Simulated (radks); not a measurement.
Values are calculated unless marked as measured or tabulated.
Numerical settings for neutral terbium, [Xe] 4f9 6s2. Code: a radial shooting solver on a logarithmic mesh with Libxc functionals. Model: Dirac Kohn-Sham, LDA (Slater exchange, Perdew-Wang correlation), spin-unpolarised, spherical densities, point nucleus; open shells fill j = l - 1/2 first. The defaults (mesh step 0.008 in ln r, mesh end at 40 bohr or more with all orbitals vanishing there, Anderson mixing 0.5 over 9 steps, residual threshold near 1e-9 with the energy settled to 1e-9 hartree or 1e-11 of itself, here a cap of 54 iterations) give E = -11711.1925 hartree and 4f7/2 at -2.754 eV in 14 iterations. Run on one thread of a shared host, so times are rough (Intel(R) Xeon(R) Platinum 8488C): 0.18 s of CPU time, 0.18 s wall, 14 iterations on 2728 mesh points. Changes against that run (0 stands for a change within the tolerance of the run):

\begin{tabular}{lrrrrr}
setting & iterations & converged & E (mhartree) & e(4f7/2) (meV) & CPU (s) \\ \hline
mesh step in ln r 0.012 & 14 & yes & 0 & 0 & 0.13 \\
mesh step in ln r 0.05 & 14 & yes & +0.123 & -0.0404 & 0.04 \\
mesh step in ln r 0.12 & 4 & no & diverged & - & 0.01 \\
mesh end (bohr) 2 & 13 & level above zero & +2.16e+04 & +6.65e+04 & 0.14 \\
mesh end (bohr) 20 & 14 & yes & 0 & +0.017 & 0.17 \\
residual threshold 1e-16 & 54 & no & 0 & 0 & 0.38 \\
residual threshold 0.1 & 11 & yes & 0 & 0 & 0.16 \\
mixing 0.01 & 54 & no & +3.76e+03 & -4.03e+04 & 1.1 \\
linear mixing, mixing 0.05 & 54 & no & +0.404 & -200 & 0.57 \\
linear mixing, mixing 0.8 & 54 & no & +7.64e+04 & +2.76e+03 & 1.6 \\
mixing history 20 & 20 & yes & 0 & 0 & 0.22 \\
iteration cap 3 & 3 & no & +7.72 & -1e+03 & 0.06 \\
\end{tabular}

Settled on a wrong energy, with an occupied level pushed above zero by the early mesh end: mesh end (bohr) 2 (+21.6 hartree). Apart from these: no run marked as converged misses the energy by more than 1 mhartree. A mesh that ends early acts as a hard wall.
